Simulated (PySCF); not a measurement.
**How methods differ on the fine-structure interval of Pb⁶⁹⁺**

Pb⁶⁹⁺ [Ne] 3s2 3p1 [3p1/2^1, M_J = 1/2] → Pb⁶⁹⁺ [Ne] 3s2 3p1 [3p3/2^1, M_J = 3/2], as a difference of total energies. All numbers are calculated (PySCF 2.14, the two-component X2C-1e Hamiltonian, in an even-tempered Gaussian basis (17 s from 25 bohr⁻², ratio 2.4; 14 p from 32 bohr⁻², ratio 2.4; 4 d from 110 bohr⁻², ratio 2.6; 4 f from 160 bohr⁻², ratio 2.6)). Correlated levels: 1s2 frozen; the 46 highest virtual spinors dropped. "Screened" scales the spin-orbit matrix elements by Boettger's factors to mimic the two-electron term; Breit and QED terms are absent.

| method | fine-structure interval (cm⁻¹) |
| --- | --- |
| GHF (screened spin-orbit) | 4870300 |
| GMP2 (screened spin-orbit) | 4862600 |
| GHF (bare spin-orbit) | 5009600 |
